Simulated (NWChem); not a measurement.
System: diethyl ether (C4H10O); SMILES CCOCC

NWChem input:

```
start job
memory heap 200 mb stack 900 mb global 1100 mb
geometry units angstroms noautoz
  C     -0.113250     2.330462    -0.173329
  C     -0.322193     0.937284     0.371779
  O      0.593032     0.072451    -0.240636
  C      0.594009    -1.241666     0.245352
  C     -0.578029    -2.080589    -0.235133
  H      0.913230     2.672073     0.026276
  H     -0.269504     2.344099    -1.262228
  H     -0.815719     3.040002     0.288542
  H     -0.178001     0.927908     1.473419
  H     -1.367506     0.614827     0.189829
  H      0.631248    -1.240214     1.355053
  H      1.537113    -1.691521    -0.104387
  H     -0.467498    -3.122298     0.103446
  H     -0.624528    -2.078527    -1.334800
  H     -1.541021    -1.709830     0.147785
end
basis spherical
  * library def2-tzvpd
end
dft
  xc slater vwn_5
  iterations 150
  semidirect filesize 400000000
  mulliken
end
task dft energy
```

Structure relaxed at the PBE0/def2-SVP level.

Predict the main results of this run. (LDA (Slater exchange, VWN5)/def2-TZVPD.) Quantities: energy (Ha); highest occupied level (eV); orbital gap (eV); dipole (D).


```json
{
  "energy (Ha)": "-231.70",
  "highest occupied level (eV)": "-5.88",
  "orbital gap (eV)": "5.63",
  "dipole (D)": "1.10"
}
```
